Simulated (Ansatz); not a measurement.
Ideal-gas functions of GeH₆OSn, SMILES `[OH][GeH2][SnH3]` at 800 K and 1 bar, from an Ansatz frequency run at PBE0-D4/def2-TZVP.

Molar mass 213.37 g/mol, point group C1 (symmetry number 1), electronic degeneracy 1, moments of inertia 49.916, 418.025, 452.631 u Å². Harmonic wavenumbers (cm⁻¹, unscaled): 57, 117, 185, 221, 307, 380, 466, 647, 664, 698, 728, 729, 769, 861, 945, 1931, 1937, 1947, 2107, 2163, 3897.

Use S(trans) = R[1.5 ln M + 2.5 ln T − 1.1517]; rotational temperatures θ = 24.2544 K / I; S(rot) = R[ln(√π/σ · √(T³/θAθBθC)) + 1.5]; for each mode x = 1.438777 ν̃/T, S = R[x/(eˣ − 1) − ln(1 − e⁻ˣ)] and H = RT x/(eˣ − 1); 1 cm⁻¹ = 0.0119627 kJ/mol; R = 8.31446 J/(mol·K).

Problem. By hand: the entropy, in J/(mol·K).

Solution. Translation 196.3. Rotation: θ = 0.4859, 0.058, 0.0536 K, giving 127.6. Vibration, mode by mode: 27.26, 21.29, 17.50, 16.04, 13.36, 11.64, 10.02, 7.51, 7.32, 6.95, 6.64, 6.63, 6.25, 5.46, 4.84, 1.19, 1.18, 1.16, 0.92, 0.85, 0.06, in all 174.1. Electronic 0.0. Sum 498.0 J/(mol·K).

Problem. By hand: H − E and G − E in kJ/mol, counted from the electronic energy.

Solution. Zero-point energy ½ × 21756 × 0.0119627 = 130.1; thermal vibration 65.7; translation, rotation and pV give 4 RT = 26.6. H − E = 222.4 kJ/mol, and G − E = 222.4 − 800 × 498.0/1000 = -176.0 kJ/mol.

Vibration gives 35 % of the entropy, 48.5 J/(mol·K) of it from the modes under 150 cm⁻¹: soft modes count most, and the harmonic formula is weakest for them. The sum counts one conformer and one mirror image; others add a mixing term.
